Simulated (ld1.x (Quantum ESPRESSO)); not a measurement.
**Er: one change to a PAW potential, before and after**

| Property | Result |
| --- | --- |
| Element | erbium |
| Generator | ld1.x (Quantum ESPRESSO) 7.5 |
| Type | PAW |
| Functional | PBEsol |
| Relativity | scalar-relativistic |
| Frozen core | [Kr] 4d10 4f11 |
| Valence charge | 11 |
| Reference configuration | 5s2 5p6 5d1 6s1.75 6p0.25 |
| Partial waves | 5s (bound): rcut 1.80, rcutus 2.10 bohr; 6s (bound): rcut 1.80, rcutus 2.10 bohr; 5p (bound): rcut 2.15, rcutus 2.35 bohr; 6p (bound): rcut 2.15, rcutus 2.35 bohr; 5d (bound): rcut 2.30, rcutus 3.15 bohr; 5d channel at 0.95 Ry: rcut 2.30, rcutus 3.15 bohr; 5f channel at 0.2 Ry: rcut 1.95, rcutus 2.40 bohr; 5f channel at 2.45 Ry: rcut 1.95, rcutus 2.40 bohr |
| Local potential | all-electron potential smoothed inside 2.05 bohr (lloc = -2) |
| Core correction | Bessel-smoothed model core inside 1.55 bohr |
| Augmentation charge | BESSEL, radius 1.35 bohr |

Change: waves 5d (bound): rcut 2.30, rcutus 4.10 bohr; 5d channel at 0.95 Ry: rcut 2.30, rcutus 4.10 bohr.

Cutoffs: the cutoffs (Ry, on a coarse ladder) from which the occupation-weighted sum of valence levels, in a spherical-Bessel basis at the reference potential, stays within 10 and 1 mRy of its value at 400 Ry; they do not see the model core or the augmentation charge, which bear on the density cutoff. Errors are all-electron minus pseudo energies relative to the spin-unpolarised reference configuration.

Task: What does the change do?

Result: The potential gets neither clearly harder nor softer (18 Ry and 30 Ry → 18 Ry and 30 Ry); the s channel sets the loose cutoff, while the largest relative change is in d, which becomes softer; the number of tests with a reliable result goes from 7 to 3 (the test run of the changed file stopped, so its transferability is not established); the errors of the 3 common tests hardly move; neither file shows a bound ghost.

```tsv
quantity	base	changed
cutoff, loose	18 Ry	18 Ry
cutoff, tight	30 Ry	30 Ry
loose cutoff by channel (10 mRy a level)	s 15 Ry, p 15 Ry, d 8 Ry	s 15 Ry, p 15 Ry, d 6 Ry
bound ghosts	none	none
tests with a reliable result	7 of 7	3 of 7 (the test run stopped)
error for 5s2 5p6 5d1 6s2 6p0, meV [ΔE -0.79 eV]	+0.2	+0.2
error for 5s2 5p6 5d1 6s1 6p0, meV [ΔE 6.28 eV]	-2.3	-2.1
error for 5s2 5p6 5d1 6s0 6p0, meV [ΔE 18.99 eV]	-16	-17
lowest overlap eigenvalue by channel	s 0.08, p 0.10, d 0.07, f 1.00	s 0.08, p 0.10, d 0.80, f 1.00
```
